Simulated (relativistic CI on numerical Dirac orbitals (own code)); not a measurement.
**What each ingredient does to the levels of Kr XII**

Base calculation: Dirac-Coulomb-Breit CI, separate exchange-only KLI orbitals for each configuration, a model potential for QED, unscaled Slater integrals.

CI space (outside the closed core [Ne]): 3s2.3p6.3d7, 3s2.3p5.3d8, 3s2.3p4.3d9, 3s.3p6.3d8, 3s2.3p6.3d6.4s, 3s2.3p6.3d6.4p, 3p6.3d9, 3s2.3p6.3d6.4d, 3s2.3p6.3d5.4s2, 3s2.3p6.3d5.4s.4p, 3s.3p5.3d9, 3s2.3p6.3d6.4f, 3s2.3p6.3d6.5s, 3s2.3p6.3d5.4p2, 3s2.3p6.3d6.5p, 3s2.3p5.3d7.4s. Levels of other configurations are missing.

Variants: (1) configuration mixing switched off. Shifts of the energy above 3s2.3p6.3d7 4F_9/2, in cm⁻¹, for the lowest level and the first level of each name with at least 55 % of one term (blank where a level changes its place among those of its configuration and J or its character, or is not in the variant):

| Level | Base | Δ(1) |
| --- | --- | --- |
| 3s2.3p6.3d7 4F_9/2 | 0.0 | 0.0 |
| 3s2.3p6.3d7 4F_7/2 | 7929.5 | -17.3 |
| 3s2.3p6.3d7 4F_5/2 | 12731.3 | +116.0 |
| 3s2.3p6.3d7 4F_3/2 | 15730.2 | +230.8 |
| 3s2.3p6.3d7 4P_3/2 | 39109.4 | +4742.0 |
| 3s2.3p6.3d7 4P_5/2 | 41454.4 | +3213.7 |
| 3s2.3p6.3d7 2G_9/2 | 43765.9 | +618.0 |
| 3s2.3p6.3d7 4P_1/2 | 45691.5 | +3781.8 |
| 3s2.3p6.3d7 2G_7/2 | 51107.1 | +940.7 |
| 3s2.3p6.3d7 2D_5/2 | 59115.6 | +6334.9 |
| 3s2.3p6.3d7 2P_1/2 | 60002.4 | +7324.8 |
| 3s2.3p6.3d7 2H_11/2 | 60873.3 | -1705.7 |
| 3s2.3p6.3d7 2H_9/2 | 68505.0 | -1431.8 |
| 3s2.3p6.3d7 2D_3/2 | 72350.3 | +6338.6 |

At this charge energies of transitions that change n are usually good to better than 1 %, and those within a shell (Δn = 0) to a few per cent. Terms inside the open d or f shell come out 10 to 20 % too wide with unscaled integrals.

Ionisation energy from the two ground configurations alone: base 348.676 eV. The NIST ASD value (theoretical) is 350 eV.

LS names give the leading component of a level, which can be under half, so a name can repeat, a term be missing and a line seem to break the LS rules.
